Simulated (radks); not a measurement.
Numerical settings for the hafnium ion Hf+, [Xe] 4f14 5d1 6s2. All-electron calculation, Dirac Kohn-Sham, PBE, spin-unpolarised, spherical densities, point nucleus; open shells fill j = l - 1/2 first. Program: a radial shooting solver on a logarithmic mesh with Libxc functionals. The defaults (mesh step 0.008 in ln r, mesh end at 40 bohr or more with all orbitals vanishing there, Anderson mixing 0.5 over 9 steps, residual threshold near 1e-9 with the energy settled to 1e-9 hartree or 1e-11 of itself, here a cap of 66 iterations) give E = -15097.4583 hartree and 5d3/2 at -10.938 eV in 16 iterations. Run on one thread of a shared host, so times are rough (Arm Neoverse N1): 0.27 s of CPU time, 0.27 s wall, 16 iterations on 2648 mesh points. Changes against that run (0 stands for a change within the tolerance of the run):

setting                    iterations         converged  E (mhartree)  e(5d3/2) (meV)  CPU (s)
mesh step in ln r 0.003            16               yes             0               0     0.69
mesh step in ln r 0.02             16               yes             0               0     0.13
mesh step in ln r 0.05             16               yes        +0.092         +0.0194     0.07
mesh end (bohr) 12                 16               yes      +0.00286          +0.267     0.26
mesh end (bohr) 3                  19  level above zero     +2.19e+03       +1.54e+04     0.22
residual threshold 1e-05           12               yes             0          -0.119     0.23
residual threshold 0.01            11               yes             0          -0.306     0.22
mixing 0.05                        22               yes             0               0     0.34
linear mixing, mixing 0.5          42               yes             0               0     0.53
linear mixing, mixing 0.8          66                no     +2.01e+05       +3.66e+03      2.2
mixing history 3                   18               yes             0               0     0.28
iteration cap 3                     3                no         +90.6            -676     0.07

Settled on a wrong energy, with an occupied level pushed above zero by the early mesh end: mesh end (bohr) 3 (+2.19 hartree). Apart from these: no run marked as converged misses the energy by more than 1 mhartree. A mesh that ends early acts as a hard wall.
